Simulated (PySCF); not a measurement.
Stepwise substitution at one centre (Si NH2-OCH3). Isolated molecules, 0 K electronic values unless said otherwise. One relaxed conformer stands for each flexible species; it need not be the lowest. Strings in code marks are SMILES.

Calculation: PySCF 2.14.0 with PBE-D3(BJ)/def2-TZVP // r2SCAN-D4/def2-SVP. All candidates: neutral, multiplicity 1. Excitations are Tamm–Dancoff values on a coarser integration grid. The basis has no diffuse functions, so Rydberg states are missing or too high.

```
Property              Result
-------------------  -------
T1 excitation (TDA)  5.72 eV
S1 excitation (TDA)  5.93 eV
HOMO–LUMO gap        5.84 eV
```

Which member has these values?
A) `CO[Si](OC)(OC)OC`
B) `CO[Si](N)(N)N`
C) `N[Si](N)(N)N`
D) `CO[Si](N)(N)OC`

D, `CO[Si](N)(N)OC`. The others give `CO[Si](OC)(OC)OC`: 6.54 eV, 6.69 eV, 6.63 eV; `CO[Si](N)(N)N`: 5.24 eV, 5.44 eV, 5.35 eV; `N[Si](N)(N)N`: 5.16 eV, 5.31 eV, 5.26 eV
